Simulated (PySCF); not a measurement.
CCl3, SMILES Cl[C](Cl)Cl, doublet (B3LYP/def2-SVP optimised geometry):

```
4

Cl     1.255    -0.133     0.000
C     -0.473    -0.133     0.000
Cl    -1.255    -1.408     0.865
Cl    -1.255     1.408     0.000
```

Level of theory: unrestricted B3LYP/def2-TZVP run with PySCF.

**Question.** What are the frontier orbital energies (α orbitals alone; a β orbital can be the lowest empty one) and the dipole moment?

**Answer.** HOMO-2 -9.58 eV, HOMO-1 -8.89 eV, HOMO -6.35 eV, LUMO -1.35 eV, LUMO+1 0.76 eV; dipole moment 0.16 D.

On the same geometry unrestricted PBE/def2-TZVP (PySCF) gives HOMO-2 -8.40 eV, HOMO-1 -7.73 eV, HOMO -5.17 eV, LUMO -2.17 eV, LUMO+1 -0.14 eV; dipole moment 0.21 D.

Meta-Löwdin charges at B3LYP/def2-TZVP: Cl1 0.03, C2 -0.09, Cl3 0.03, Cl4 0.03.
